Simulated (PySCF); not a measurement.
Atoms are numbered as in `[CH3:1][CH2:2]/[CH:3]=[P:4]/[c:5]1[cH:6][cH:7][s:8][cH:9]1`; H(Xn) means a hydrogen on atom n.

Geometry: PBE0-D3(BJ)/def2-SVP; GIAO absolute shieldings from PySCF, gas phase, non-relativistic, averaged over equivalent atoms.

At PBE0/pcSseg-1 (212 basis functions, 39 s wall time on 1 thread of an Intel Xeon 6975P-C, shared host):
```csv
atoms,σ (ppm)
C3,-23.5
C5,33.9
C6,47.6
C7,50.6
C9,52.4
C2,149.7
C1,170.5
P4,71.6
S8,254.1
H(C3),21.87
H(C6),23.96
H(C9),24.00
H(C7),24.07
H(C2),28.55
H(C1),29.84
```

Question: Estimate the result of repeating the calculation with PBE/pcSseg-1.

Answer: 
| atoms | σ at PBE/pcSseg-1 | change |
| --- | --- | --- |
| C3 | -22.1 | +1.4 |
| C5 | 30.0 | -3.9 |
| C6 | 45.8 | -1.8 |
| C7 | 50.3 | -0.3 |
| C9 | 53.3 | +0.9 |
| C2 | 142.5 | -7.2 |
| C1 | 165.6 | -4.9 |
| P4 | 65.5 | -6.1 |
| S8 | 232.0 | -22.1 |
| H(C3) | 21.94 | +0.07 |
| H(C6) | 23.99 | +0.03 |
| H(C9) | 24.14 | +0.14 |
| H(C7) | 24.17 | +0.10 |
| H(C2) | 28.33 | -0.22 |
| H(C1) | 29.78 | -0.06 |

The largest change is at S8 (aromatic ring sulfur). Cost: 212 basis functions, 35 s wall time on 1 thread of an Intel Xeon 6975P-C, shared host. The order of the carbon signals is the same at both levels.
